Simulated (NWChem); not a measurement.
Molecule: C2H4O2Si; SMILES O[Si@@H]1C=CO1

```xyz
9

O     -0.0643     1.8901    -0.4216
Si     0.0705     0.4784     0.4146
C      1.0520    -0.9627    -0.1662
C     -0.1559    -1.5685    -0.2315
O     -1.1716    -0.7014     0.0678
H     -0.0276     1.8347    -1.3818
H      0.0607     0.8741     1.8393
H      2.0379    -1.3913    -0.3257
H     -0.4445    -2.6038    -0.4561
```
Atoms are numbered in this order, from 1.

Results from NWChem. Coordinates come from a PBE0/def2-SVP optimisation. Level: PBE0/def2-SVP with SMD (1 M gas to 1 M solution), gas-phase geometry. Reactions with the solvent are ignored.

For solvent toluene:

solvation free energy (kcal/mol): -3.2
cavity-dispersion-structure term (kcal/mol): -0.8
dipole in solution (D): 1.95

Task: What are these values for solvent water?

Result: The solvation free energy (kcal/mol) is -4.8 and the cavity-dispersion-structure term (kcal/mol) is 3.7. The dipole in solution (D) comes out as 2.37.
